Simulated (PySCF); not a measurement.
Working out the ionisation energy of Au(2+)

Au(2+) [Xe] 4f14 5d9 (2D) → Au(3+) [Xe] 4f14 5d8 (3F). All numbers are calculated (PySCF 2.14, scalar relativity through the core potential, in aug-cc-pVDZ-PP with ECP60MDF (5s5p4d2f, 54 functions)). Frozen: 5s2 5p6. Energies in hartree (1 hartree = 27.21139 eV):

| part | Au(2+) (lower) | Au(3+) (upper) |
| --- | --- | --- |
| UHF | -133.800562 | -132.666281 |
| MP2 opposite-spin | -0.134130 | -0.094762 |
| MP2 same-spin | -0.072531 | -0.055153 |

Q: What does Hartree-Fock give?

A: (-132.666281) − (-133.800562) = 1.134281 hartree = 30.865 eV.

Q: What do MP2 and SCS-MP2 (6/5 opposite-spin, 1/3 same-spin) give?

A: The opposite-spin parts differ by 1.071 eV and the same-spin parts by 0.473 eV. MP2: 30.865 + (1.071) + (0.473) = 32.409 eV. SCS-MP2: 30.865 + 1.2 × (1.071) + (0.473)/3 = 32.308 eV.

Reference: 30 ± 1.6 eV (theoretical estimate listed by NIST; NIST Atomic Spectra Database, ionization energies), between the lowest levels; spin-orbit coupling is absent from the calculation.

A double-zeta basis recovers only part of the correlation energy.

What remains against the reference includes basis incompleteness, the frozen core and correlation beyond second order.
